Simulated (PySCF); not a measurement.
System: C2H3, net charge 1, singlet state. It need not be the lowest isomer of its formula. 
Geometry from a B3LYP-D3(BJ)/def2-TZVP (Ansatz) optimisation:
SMILES: [CH][CH2+]
```xyz
5

C     -0.5795    -0.0017    -0.0062
C      0.6720     0.0020     0.0071
H      1.7532     0.0052     0.0186
H     -1.1567     0.9359    -0.0245
H     -1.1514    -0.9427    -0.0001
```
Charge +1, spin multiplicity 1.

Dispersion corrections to the total energy (kcal/mol) from the dftd3 and dftd4 libraries through PySCF: D3(BJ) without and D4 with the three-body term, each with the damping fitted for the functional named.

```
functional  D3(BJ)     D4
----------  ------  -----
r2SCAN         ___  -0.14
HF          -12.01  -2.79
PBE0         -0.92    ___
B2GP-PLYP    -0.60  -0.25
B2PLYP       -0.84  -0.43
HSE06        -0.63  -0.47
B3LYP          ___  -1.02
```

### Question
Fill in the missing entries.

### Answer

- r2SCAN, D3(BJ): -0.28
- PBE0, D4: -0.51
- B3LYP, D3(BJ): -1.92
